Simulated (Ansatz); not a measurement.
Relaxation of C2H7NO2Si (13 atoms, charge 0, multiplicity 1), to a largest force component of 0.015 eV/Å in at most 40 steps.

These are results of Ansatz, RKS CAM-B3LYP/STO-3G, not measurements.

```xyz
13
Properties=species:S:1:pos:R:3
N 1.855 -1.847 -0.043
C 1.048 -0.594 0.198
O -0.307 -0.825 -0.236
Si -1.343 0.353 0.118
C -0.949 2.081 -0.393
O 0.120 2.566 -0.005
H 1.732 -2.010 -1.042
H 1.359 -2.543 0.414
H 1.507 0.248 -0.325
H 1.103 -0.360 1.294
H -1.725 0.269 1.597
H -2.656 -0.040 -0.551
H -1.723 2.666 -1.010
```

Task: Where does it end, and by what steps?

Result: It converged. Limits of this set-up: minimal basis. After 16 steps the energy has fallen by 0.882 eV; O6 moved furthest, 0.74 Å.

```tsv
step	energy less start (eV)	largest force component (eV/Å)	accepted
0	0.0000	6.356	yes
1	-0.6946	1.395	yes
2	-0.6241	2.471	no
3	-0.8071	0.793	yes
4	-0.8507	0.253	yes
5	-0.8560	0.152	yes
6	-0.8636	0.460	yes
7	-0.8673	0.427	yes
8	-0.8698	0.510	yes
9	-0.8745	0.177	yes
10	-0.8771	0.354	yes
11	-0.8798	0.248	yes
12	-0.8814	0.097	yes
13	-0.8819	0.039	yes
14	-0.8819	0.057	yes
15	-0.8820	0.041	yes
16	-0.8822	0.015	yes
```

```xyz
13
Properties=species:S:1:pos:R:3
N 1.927 -1.630 -0.110
C 0.925 -0.627 0.368
O -0.409 -0.976 -0.135
Si -1.501 0.300 0.180
C -0.818 1.955 -0.489
O 0.399 2.233 -0.610
H 1.835 -1.634 -1.161
H 1.531 -2.569 0.165
H 1.240 0.382 0.012
H 0.952 -0.634 1.481
H -1.744 0.467 1.596
H -2.732 -0.025 -0.491
H -1.585 2.722 -0.791
```

The run took 52 s on 1 thread of Intel(R) Xeon(R) Platinum 8488C (Sapphire Rapids), on a shared host, peak memory 0.16 GiB.
